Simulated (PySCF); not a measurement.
A TDDFT job was run through a driver script with this input:

```
{"job": {"kind": "uv", "xc": "B3LYP", "basis": "def2-SVPD", "ip": false, "nstates": 15}, "charge": 0, "multiplicity": 1}
Zn    -0.591409     1.272667     0.431951
H     -1.200719     2.607118     0.913430
O      0.630109     0.589625    -0.906377
Zn     0.621500    -1.294151    -0.452495
H      1.289014    -2.614685    -0.896373
O     -0.642955    -0.619029     0.848184
H      1.157907     1.058988    -1.553761
H     -1.125207    -1.086204     1.531732
```

Its output, with some lines taken out ([cut]):

```
coarse grid: 35128 points
cycle   1  E = -3710.9570347357  dE = -4.048e-01  |g| = 1.290e+00  |ddm| = 3.426e+00
cycle   2  E = -3710.0753030685  dE =  8.817e-01  |g| = 2.502e+00  |ddm| = 2.688e+00
cycle   3  E = -3711.2185731002  dE = -1.143e+00  |g| = 2.523e-01  |ddm| = 1.794e+00
cycle   4  E = -3711.2282760796  dE = -9.703e-03  |g| = 1.263e-01  |ddm| = 3.786e-01
cycle   5  E = -3711.2302457562  dE = -1.970e-03  |g| = 1.023e-02  |ddm| = 1.099e-01
cycle   6  E = -3711.2302795076  dE = -3.375e-05  |g| = 1.481e-03  |ddm| = 1.866e-02
cycle   7  E = -3711.2302800420  dE = -5.343e-07  |g| = 2.959e-04  |ddm| = 2.320e-03
final grid: 69984 points
cycle   8  E = -3711.2302953483  dE = -1.301e-08  |g| = 3.905e-04  |ddm| = 1.275e-03
cycle   9  E = -3711.2302952892  dE =  5.912e-08  |g| = 6.967e-04  |ddm| = 9.492e-04
cycle  10  E = -3711.2302953777  dE = -8.852e-08  |g| = 5.531e-05  |ddm| = 5.274e-04
cycle  11  E = -3711.2302953783  dE = -6.057e-10  |g| = 1.591e-05  |ddm| = 7.753e-05
converged SCF energy = -3711.2302953783

[cut]

Singlet excitations
state   eV       nm        f      main configurations
  1   6.4234    193.0   0.28140   H->L 0.98
  2   6.5416    189.5   0.00021   H->L+1 0.97
[cut]
[cut]
  5   6.8637    180.6   0.10476   H->L+3 0.90
  6   7.1022    174.6   0.00338   H-1->L 0.95
  7   7.1657    173.0   0.07050   H-2->L+1 0.73, H-4->L 0.15
  8   7.3256    169.2   0.00006   H-3->L 0.97
  9   7.3615    168.4   0.15842   H-1->L+1 0.73, H-2->L+2 0.22
 10   7.4656    166.1   0.07061   H-1->L+2 0.69, H-4->L 0.16, H-2->L+1 0.13
 11   7.5421    164.4   0.00000   H-2->L+3 0.99
 12   7.5611    164.0   0.04838   H-2->L+2 0.60, H-1->L+1 0.25
 13   7.5943    163.3   0.16327   H-4->L 0.61, H-1->L+2 0.25
 14   7.7461    160.1   0.00025   H-1->L+3 0.98
 15   7.7915    159.1   0.00060   H-3->L+2 0.97

[cut]
```

Computed, not measured: PySCF, TDDFT B3LYP/def2-SVPD, vertical, gas phase, core orbitals frozen in the response. Geometry: PBE0-D3(BJ)/def2-SVP; no solvent, vibrations or thermal averaging.

**Question.** What stood in the cut lines?

**Answer.** 
```
Static polarisability (au): isotropic 59.746, principal 47.218 55.769 76.251
  3   6.6171    187.4   0.00083   H->L+2 0.98
  4   6.7131    184.7   0.00010   H-2->L 0.98
Triplet excitations (Tamm-Dancoff, eV): 5.6309 6.2058 6.2363 6.3086
```

**Question.** What share of the summed oscillator strength falls to the strongest level in this window?

**Answer.** State 1 at 193 nm: 0.2814 of 0.9028, or 31%.

**Question.** Which orbital energies lie behind H and L?

**Answer.** HOMO -7.66 eV and LUMO -0.71 eV, a gap of 6.94 eV; state 1 differs from that by -0.52 eV.

**Question.** What is the polarisability anisotropy, √(½[(α1 − α2)² + (α2 − α3)² + (α3 − α1)²])?

**Answer.** 25.84 au.

The SCF starts on a coarse grid; the energy jumps when the final grid takes over, and dE counts afresh there. H and L stand for HOMO and LUMO.
